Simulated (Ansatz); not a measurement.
Ansatz (a program for electronic structure) input file for HO₄Re, SMILES [O]=[Re](=[O])(=[O])[OH], multiplicity 1, PBE0-D3(BJ)/def2-SVP. 

Ansatz 0.2 input:
```yaml
crystal:
  periodic: [false, false, false]
  atoms:
    - {symbol: Re, position_ang: [0.00000000, -0.00000000, -0.01018573]}
    - {symbol: O, position_ang: [-1.32732669, 0.76633242, -0.66656062]}
    - {symbol: O, position_ang: [1.32732668, 0.76633242, -0.66656065]}
    - {symbol: O, position_ang: [-0.00000001, -1.53266484, -0.66656063]}
    - {symbol: O, position_ang: [0.00000001, 0.00000000, 1.75616744]}
    - {symbol: H, position_ang: [0.00000002, -0.00000000, 2.71204546]}
basis:
  gaussian:
    orbitals: def2-SVP
hamiltonian:
  xc: pbe0
  dispersion: d3bj
relax: {f_tol: 0.002, max_steps: 200}
```

Program output:

```
WARN ansatz: RAYON_NUM_THREADS=1 ignored (pool sized by the plan → 1); use --threads N
Functional definition: PBE0
integrals: 0.04 GiB planned
952 factors; integrals over basis functions are off by at most 2.0e-4 eV
mean field: 0.35 GiB planned
mean field evaluation 1: about -10301.6355 eV, gradient 1.1e2 eV
mean field evaluation 2: about -10181.7906 eV, gradient 2.7e2 eV
mean field evaluation 4: about -10321.2622 eV, gradient 1.9e1 eV
mean field evaluation 8: about -10321.9862 eV, gradient 6.3e-1 eV
mean field evaluation 16: about -10321.9871 eV, gradient 7.7e-5 eV
mean field -10321.98710712 eV, -379.3260296923 hartree, gradient 4.4e-5 eV, S^2 0.000000; 0 other end points of the search recorded, 0 dependent functions left out
the calculation of the forces begins
reference -10321.98714900 eV, -379.3260312316 hartree; 24, 24 occupied and 69, 69 virtual orbitals, 952 factors
relax step   1: F+E_penalty+E_count = -10322.09816707 eV  Δ(F+E_penalty+E_count) = +0.000e0 eV  max|allowed force component| = 3.081e0 eV/Å  Δτ_max = 0.0000 Å  (31 SCF iters, accepted)
these checks for a lower state are left out or cut short: starts, cluster_reference, orbital_swaps, neighbouring_geometries, increment
integrals: 0.04 GiB planned
952 factors; integrals over basis functions are off by at most 2.2e-4 eV
mean field: 0.35 GiB planned
mean field -10322.20633383 eV, -379.3340861254 hartree, gradient 1.2e-5 eV, S^2 0.000000; 0 other end points of the search recorded, 0 dependent functions left out
the calculation of the forces begins
reference -10322.20637589 eV, -379.3340876711 hartree; 24, 24 occupied and 69, 69 virtual orbitals, 952 factors
relax step   2: F+E_penalty+E_count = -10322.31643401 eV  Δ(F+E_penalty+E_count) = -2.183e-1 eV  max|allowed force component| = 1.245e-1 eV/Å  Δτ_max = 0.0512 Å  (41 SCF iters, accepted)
these checks for a lower state are left out or cut short: starts, cluster_reference, orbital_swaps, neighbouring_geometries, increment
integrals: 0.04 GiB planned
952 factors; integrals over basis functions are off by at most 2.2e-4 eV
mean field: 0.35 GiB planned
mean field evaluation 32: about -10322.2071 eV, gradient 1.5e-4 eV
mean field -10322.20713354 eV, -379.3341155142 hartree, gradient 1.1e-5 eV, S^2 0.000000; 0 other end points of the search recorded, 0 dependent functions left out
the calculation of the forces begins
reference -10322.20717560 eV, -379.3341170598 hartree; 24, 24 occupied and 69, 69 virtual orbitals, 952 factors
relax step   3: F+E_penalty+E_count = -10322.31731378 eV  Δ(F+E_penalty+E_count) = -8.798e-4 eV  max|allowed force component| = 2.718e-2 eV/Å  Δτ_max = 0.0049 Å  (36 SCF iters, accepted)
these checks for a lower state are left out or cut short: starts, cluster_reference, orbital_swaps, neighbouring_geometries, increment
integrals: 0.04 GiB planned
952 factors; integrals over basis functions are off by at most 2.2e-4 eV
mean field: 0.35 GiB planned
mean field -10322.20713556 eV, -379.3341155885 hartree, gradient 7.5e-5 eV, S^2 0.000000; 0 other end points of the search recorded, 0 dependent functions left out
the calculation of the forces begins
reference -10322.20717762 eV, -379.3341171341 hartree; 24, 24 occupied and 69, 69 virtual orbitals, 952 factors
relax step   4: F+E_penalty+E_count = -10322.31732272 eV  Δ(F+E_penalty+E_count) = -8.934e-6 eV  max|allowed force component| = 3.181e-3 eV/Å  Δτ_max = 0.0005 Å  (24 SCF iters, accepted)
these checks for a lower state are left out or cut short: starts, cluster_reference, orbital_swaps, neighbouring_geometries, increment
integrals: 0.04 GiB planned
952 factors; integrals over basis functions are off by at most 2.2e-4 eV
mean field: 0.35 GiB planned
mean field -10322.20713536 eV, -379.3341155811 hartree, gradient 1.5e-5 eV, S^2 0.000000; 0 other end points of the search recorded, 0 dependent functions left out
the calculation of the forces begins
reference -10322.20717742 eV, -379.3341171267 hartree; 24, 24 occupied and 69, 69 virtual orbitals, 952 factors
relax step   5: F+E_penalty+E_count = -10322.31732296 eV  Δ(F+E_penalty+E_count) = -2.381e-7 eV  max|allowed force component| = 2.252e-4 eV/Å  Δτ_max = 0.0001 Å  (24 SCF iters, accepted)
integrals: 0.04 GiB planned
952 factors; integrals over basis functions are off by at most 2.2e-4 eV
mean field: 0.35 GiB planned
mean field evaluation 64: about -10322.2071 eV, gradient 5.9e-5 eV
mean field -10322.20713536 eV, -379.3341155811 hartree, gradient 1.5e-5 eV, S^2 0.000000; 1 other end points of the search recorded, 0 dependent functions left out
the calculation of the forces begins
reference -10322.20717742 eV, -379.3341171267 hartree; 24, 24 occupied and 69, 69 virtual orbitals, 952 factors
Total energy: -10322.31736502 eV, -379.3381664463 hartree
Atom 0 at    -0.000000    -0.000008    -0.057190 Å, force    -0.000000     0.000002     0.000217 eV/Å
Atom 1 at    -1.371634     0.791917    -0.660170 Å, force    -0.000194     0.000112    -0.000061 eV/Å
Atom 2 at     1.371634     0.791917    -0.660170 Å, force     0.000194     0.000112    -0.000061 eV/Å
Atom 3 at    -0.000000    -1.583834    -0.660185 Å, force    -0.000000    -0.000225    -0.000063 eV/Å
Atom 4 at     0.000000     0.000002     1.769592 Å, force    -0.000000    -0.000003    -0.000121 eV/Å
Atom 5 at     0.000000     0.000008     2.726468 Å, force     0.000000     0.000002     0.000090 eV/Å
Dipole moment:     0.000000    -0.000007     0.911077 e Å
```

The calculation finished and met its thresholds.
